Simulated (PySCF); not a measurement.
## Calculated data, CH$_{4}$AlBO, B$_{3}$H$_{7}$Si, AlCl$_{2}$HO, Al$_{2}$FH$_{2}$N and others

Computed with PySCF 2.14.0. Calculation on a computer-drawn molecule: optimised geometry and harmonic frequencies of an isolated molecule of the commonest isotopes, restricted reference for singlets and unrestricted otherwise, frozen core in MP2.

```yaml
- entry: 1
  formula: CH4AlBO
  start_structure:
    atoms_angstrom:
      - [B, 0.4897, 0.0219, 1.1173]
      - [C, -0.9735, 0.4823, 1.0932]
      - [Al, -1.6626, -0.9715, -0.0798]
      - [O, -2.26, -2.1302, -1.0541]
      - [H, 1.2294, 0.3986, 0.3039]
      - [H, 0.8785, -0.6999, 1.9374]
      - [H, -1.4899, 0.4413, 1.9854]
      - [H, -1.2245, 1.4424, 0.5754]
  given:
    charge: 0
    multiplicity: 1
    method: HF
    basis: "cc-pV(D+d)Z"
    drawn_bonds_atom: [1, 2, 3, 1, 1, 2, 2]
    drawn_bonds_other_atom: [2, 3, 4, 5, 6, 7, 8]
    drawn_bonds_order: [1, 1, 2, 1, 1, 1, 1]
  results:
    optimised_atom_element: [B, C, Al, O, H, H, H, H]
    "optimised_atom_x [angstrom]": [0.5742, -0.9477, -1.774, -2.493, 1.362, 0.9714, -1.522, -1.183]
    "optimised_atom_y [angstrom]": [0.1004, 0.3675, -0.9852, -2.051, 0.553, -0.6024, 0.2995, 1.303]
    "optimised_atom_z [angstrom]": [1.173, 1.002, -0.1282, -1.035, 0.3891, 2.061, 1.933, 0.4828]
    "modes_frequency [cm^-1]": [134.7, 173.4, 256.8, 264.1, 566.4, 693.9, 867.7, 961.4, 1053, 1119, 1171, 1212, 1332, 1520, 2675, 2749, 3164, 3227]
    "modes_reduced_mass [dalton]": [4.761, 2.15, 5.879, 1.705, 4.562, 1.076, 1.189, 1.18, 3.129, 1.464, 1.254, 17.72, 1.236, 1.145, 1.053, 1.128, 1.056, 1.104]
    "rotational_constants [GHz]": [25.52, 2.875, 2.688]
    "total_energy [hartree]": -381.6380
    "convergence_status_largest_gradient_component [hartree/bohr]": 2.866e-05
- entry: 2
  formula: B3H7Si
  start_structure:
    atoms_angstrom:
      - [B, 0.5129, -1.5804, 1.8112]
      - [B, 1.3765, -0.6161, 0.9227]
      - [Si, 1.2624, 1.3103, 1.4264]
      - [B, 0.0654, 2.0033, 0.0784]
      - [H, -0.5884, -1.8464, 1.6572]
      - [H, 0.9459, -2.1462, 2.8424]
      - [H, 2.0567, -0.8272, 0.0009]
      - [H, 0.8194, 1.5427, 2.8123]
      - [H, 2.6156, 1.9016, 1.4627]
      - [H, -1.0733, 1.9694, 0.214]
      - [H, 0.4529, 2.4323, -0.9618]
  given:
    charge: 0
    multiplicity: 1
    method: HF
    basis: "cc-pV(D+d)Z"
    drawn_bonds_atom: [1, 2, 3, 1, 1, 2, 3, 3, 4, 4]
    drawn_bonds_other_atom: [2, 3, 4, 5, 6, 7, 8, 9, 10, 11]
    drawn_bonds_order: [1, 1, 1, 1, 1, 1, 1, 1, 1, 1]
  results:
    optimised_atom_element: [B, B, Si, B, H, H, H, H, H, H, H]
    "optimised_atom_x [angstrom]": [0.6056, 1.285, 1.199, 0.09621, -0.5413, 1.23, 1.852, 0.61, 2.594, -1.099, 0.6134]
    "optimised_atom_y [angstrom]": [-1.823, -0.6555, 1.351, 2.247, -2.165, -2.337, -0.9508, 1.608, 1.871, 2.329, 2.67]
    "optimised_atom_z [angstrom]": [1.973, 0.9931, 1.428, -0.0356, 1.841, 2.864, -0.02772, 2.77, 1.448, 0.04627, -1.033]
    "modes_frequency [cm^-1]": [39.32, 94.92, 146.5, 166.6, 345.6, 454.5, 480.9, 538.1, 604.5, 642.8, 717.2, 805.6, 833.1, 888.3, 974.1, 983.8, 1037, 1080, 1259, 1266, 2266, 2273, 2651, 2672, 2681, 2717, 2752]
    "modes_reduced_mass [dalton]": [2.386, 1.061, 2.401, 2.524, 1.161, 1.104, 1.086, 1.877, 1.724, 4.535, 1.091, 1.307, 1.253, 1.604, 1.358, 2.196, 1.061, 1.555, 1.155, 1.274, 1.05, 1.03, 1.058, 1.056, 1.087, 1.12, 1.125]
    "rotational_constants [GHz]": [11.12, 2.707, 2.488]
    "total_energy [hartree]": -366.9751
    "convergence_status_largest_gradient_component [hartree/bohr]": 3.787e-05
- entry: 3
  formula: AlCl2HO
  start_structure:
    atoms_angstrom:
      - [O, 0.5899, -0.1698, 2.2136]
      - [Al, -0.8286, 0.5437, 1.7075]
      - [Cl, -0.7546, 2.4286, 0.8252]
      - [Cl, -2.6715, -0.4164, 1.9418]
      - [H, 0.7276, -1.0066, 2.6255]
  given:
    charge: 0
    multiplicity: 1
    method: MP2
    basis: "cc-pV(D+d)Z"
    drawn_bonds_atom: [1, 2, 2, 1]
    drawn_bonds_other_atom: [2, 3, 4, 5]
    drawn_bonds_order: [1, 1, 1, 1]
  results:
    optimised_atom_element: [O, Al, Cl, Cl, H]
    "optimised_atom_x [angstrom]": [0.6388, -0.8217, -0.7615, -2.655, 0.662]
    "optimised_atom_y [angstrom]": [-0.1496, 0.5479, 2.434, -0.4325, -1.02]
    "optimised_atom_z [angstrom]": [2.21, 1.706, 0.8221, 1.952, 2.624]
    "modes_frequency [cm^-1]": [157.4, 198.9, 240.5, 369.2, 439.6, 593.2, 669.0, 903.5, 3925]
    "modes_reduced_mass [dalton]": [22.73, 6.055, 14.57, 1.116, 23.3, 2.489, 2.469, 6.34, 1.067]
    "rotational_constants [GHz]": [4.574, 2.205, 1.488]
    "total_energy [hartree]": -1237.1103
    "convergence_status_largest_gradient_component [hartree/bohr]": 2.875e-05
- entry: 4
  formula: Al2FH2N
  start_structure:
    atoms_angstrom:
      - ["N", -3.009, -2.4799, -0.2296]
      - [Al, -1.7386, -2.1465, -1.2257]
      - [Al, 0.5502, -1.8337, -2.5332]
      - [F, 1.0869, -1.8071, -4.0746]
      - [H, -3.9553, -2.6787, -0.6045]
      - [H, 1.6359, -1.4263, -1.4537]
  given:
    charge: 0
    multiplicity: 1
    method: HF
    basis: "cc-pV(D+d)Z"
    drawn_bonds_atom: [1, 2, 3, 1, 3]
    drawn_bonds_other_atom: [2, 3, 4, 5, 6]
    drawn_bonds_order: [2, 1, 1, 1, 1]
  results:
    optimised_atom_element: ["N", Al, Al, F, H, H]
    "optimised_atom_x [angstrom]": [-3.113, -1.685, 0.6538, 0.7792, -4.008, 1.943]
    "optimised_atom_y [angstrom]": [-2.493, -2.217, -1.751, -1.868, -2.669, -1.374]
    "optimised_atom_z [angstrom]": [-0.6865, -1.352, -2.315, -3.959, -0.2995, -1.509]
    "modes_frequency [cm^-1]": [98.98, 118.3, 186.3, 346.7, 457.0, 535.2, 560.3, 691.0, 850.2, 1226, 2045, 3992]
    "modes_reduced_mass [dalton]": [7.675, 7.026, 17.79, 9.451, 1.282, 1.137, 1.144, 1.112, 17.8, 9.353, 1.044, 1.087]
    "rotational_constants [GHz]": [20.9, 1.612, 1.497]
    "total_energy [hartree]": -638.9253
    "convergence_status_largest_gradient_component [hartree/bohr]": 3.395e-05
- entry: 5
  formula: CH3BNO
  start_structure:
    atoms_angstrom:
      - ["N", -0.4459, 3.2311, -2.6891]
      - [B, -1.3315, 2.6015, -1.9303]
      - [C, -2.3546, 1.9258, -1.213]
      - [O, -2.1837, 1.4764, 0.1065]
      - [H, 0.3184, 3.7022, -3.184]
      - [H, -3.266, 1.6475, -1.6632]
      - [H, -2.9061, 1.0422, 0.4152]
  given:
    charge: 0
    multiplicity: 2
    method: HF
    basis: cc-pVDZ
    drawn_bonds_atom: [1, 2, 3, 1, 3, 4]
    drawn_bonds_other_atom: [2, 3, 4, 5, 6, 7]
    drawn_bonds_order: [2, 1, 1, 1, 1, 1]
  results:
    optimised_atom_element: ["N", B, C, O, H, H, H]
    "optimised_atom_x [angstrom]": [-0.4273, -1.279, -2.366, -2.141, 0.2673, -3.327, -2.897]
    "optimised_atom_y [angstrom]": [3.216, 2.618, 1.884, 1.512, 3.692, 1.639, 1.066]
    "optimised_atom_z [angstrom]": [-2.637, -1.978, -1.218, 0.06232, -3.147, -1.652, 0.4128]
    "modes_frequency [cm^-1]": [219.4, 300.8, 369.1, 389.5, 467.3, 520.4, 581.4, 872.3, 1287, 1361, 1555, 2109, 3335, 4099, 4162]
    "modes_reduced_mass [dalton]": [4.808, 1.301, 1.372, 1.226, 3.076, 1.192, 7.694, 4.036, 1.354, 2.117, 1.671, 7.985, 1.088, 1.101, 1.067]
    "rotational_constants [GHz]": [53.51, 4.02, 3.739]
    "total_energy [hartree]": -193.5909
    spin_squared: 0.7741
    "convergence_status_largest_gradient_component [hartree/bohr]": 3.634e-05
- entry: 6
  formula: CH7BOSi
  start_structure:
    atoms_angstrom:
      - [B, 0.8713, 1.5777, -0.9987]
      - [C, 0.5519, 0.1415, -0.4006]
      - [Si, 1.3356, 0.0368, 1.2593]
      - [O, 1.0635, -1.5017, 1.6364]
      - [H, 0.0024, 2.3801, -0.8022]
      - [H, 1.7983, 1.872, -1.635]
      - [H, -0.48, -0.0495, -0.4063]
      - [H, 1.0879, -0.6247, -1.1652]
      - [H, 0.7361, 0.9641, 2.1136]
      - [H, 2.8024, 0.2984, 1.2035]
      - [H, 1.3137, -1.8128, 2.4947]
  given:
    charge: 0
    multiplicity: 1
    method: HF
    basis: "cc-pV(D+d)Z"
    drawn_bonds_atom: [1, 2, 3, 1, 1, 2, 2, 3, 3, 4]
    drawn_bonds_other_atom: [2, 3, 4, 5, 6, 7, 8, 9, 10, 11]
    drawn_bonds_order: [1, 1, 1, 1, 1, 1, 1, 1, 1, 1]
  results:
    optimised_atom_element: [B, C, Si, O, H, H, H, H, H, H, H]
    "optimised_atom_x [angstrom]": [0.8022, 0.6108, 1.342, 1.04, -0.008169, 1.782, -0.4464, 1.103, 0.7208, 2.801, 1.336]
    "optimised_atom_y [angstrom]": [1.618, 0.1902, -0.007996, -1.568, 2.485, 1.893, -0.07127, -0.5827, 0.9352, 0.2531, -1.862]
    "optimised_atom_z [angstrom]": [-1.08, -0.4784, 1.238, 1.69, -0.8842, -1.72, -0.3589, -1.079, 2.198, 1.234, 2.539]
    "modes_frequency [cm^-1]": [58.88, 155.9, 183.4, 213.9, 299.8, 563.3, 683.2, 726.1, 804.7, 832.5, 889.5, 975.2, 977.1, 1022, 1048, 1095, 1182, 1191, 1337, 1533, 2287, 2304, 2661, 2726, 3167, 3225, 4175]
    "modes_reduced_mass [dalton]": [2.285, 1.109, 3.211, 1.075, 4.234, 1.093, 3.891, 1.115, 1.137, 1.161, 4.899, 1.246, 1.355, 1.63, 1.144, 1.56, 1.575, 1.183, 1.253, 1.135, 1.051, 1.029, 1.054, 1.127, 1.057, 1.104, 1.067]
    "rotational_constants [GHz]": [16.99, 3.041, 2.766]
    "total_energy [hartree]": -430.4689
    "convergence_status_largest_gradient_component [hartree/bohr]": 3.357e-05
- entry: 7
  formula: AlBH3O
  start_structure:
    atoms_angstrom:
      - [B, -3.0591, -2.8773, -0.1753]
      - [O, -2.3192, -2.6194, 0.9834]
      - [Al, -1.4694, -2.3244, 2.3171]
      - [H, -2.4808, -3.3649, -1.0939]
      - [H, -4.2139, -2.5906, -0.1594]
      - [H, -0.6576, -2.0435, 3.589]
  given:
    charge: 1
    multiplicity: 1
    method: MP2
    basis: "cc-pV(D+d)Z"
    drawn_bonds_atom: [1, 2, 1, 1, 3]
    drawn_bonds_other_atom: [2, 3, 4, 5, 6]
    drawn_bonds_order: [1, 1, 1, 1, 1]
  results:
    optimised_atom_element: [B, O, Al, H, H, H]
    "optimised_atom_x [angstrom]": [-3.07, -2.322, -1.458, -2.477, -4.229, -0.6441]
    "optimised_atom_y [angstrom]": [-2.881, -2.621, -2.321, -3.371, -2.588, -2.038]
    "optimised_atom_z [angstrom]": [-0.192, 0.9795, 2.335, -1.108, -0.1634, 3.611]
    "modes_frequency [cm^-1]": [105.1, 128.5, 389.9, 402.3, 729.3, 994.5, 1082, 1261, 1289, 2134, 2692, 2825]
    "modes_reduced_mass [dalton]": [3.774, 4.345, 1.139, 1.184, 5.7, 1.285, 1.336, 1.901, 2.22, 1.052, 1.042, 1.14]
    "rotational_constants [GHz]": [219.2, 5.138, 5.02]
    "total_energy [hartree]": -343.3238
    "convergence_status_largest_gradient_component [hartree/bohr]": 3.7e-05
- entry: 8
  formula: Al2H3O
  start_structure:
    atoms_angstrom:
      - [O, 1.1777, 2.6196, -0.1024]
      - [Al, 0.3166, 1.384, -0.6721]
      - [Al, -1.1347, -0.6962, -1.6326]
      - [H, 1.6812, 3.3415, 0.2311]
      - [H, -0.9339, -0.854, -3.1655]
      - [H, -1.9312, -1.3928, -0.4946]
  given:
    charge: 1
    multiplicity: 1
    method: MP2
    basis: "cc-pV(D+d)Z"
    drawn_bonds_atom: [1, 2, 1, 3, 3]
    drawn_bonds_other_atom: [2, 3, 4, 5, 6]
    drawn_bonds_order: [1, 1, 1, 1, 1]
  results:
    "total_energy [hartree]": null
```

**Q.** Estimate the total energy of Al$_{2}$H$_{3}$O (entry 8).
**A.** -560.5479 hartree

Further results for Al$_{2}$H$_{3}$O (entry 8):

```
rotational constants                          : 118, 2.179, 2.14 GHz
convergence status largest gradient component : 1.636e-05 hartree/bohr
```

Optimised structure:
```xyz
6
Al2H3O
O      1.1775     2.6194    -0.1024
Al     0.3063     1.3698    -0.6782
Al    -1.1384    -0.7017    -1.6352
H      1.6909     3.3552     0.2370
H     -0.9294    -0.8496    -3.1703
H     -1.9314    -1.3910    -0.4870
```

Modes:
```csv
frequency (cm⁻¹),reduced mass (dalton)
98.85,6.685
102.2,9.891
264.5,13.04
299,1.116
307.1,1.109
405,1.123
556.5,1.123
712.1,1.055
1013,11.13
2047,1.016
2096,1.07
3998,1.073
```
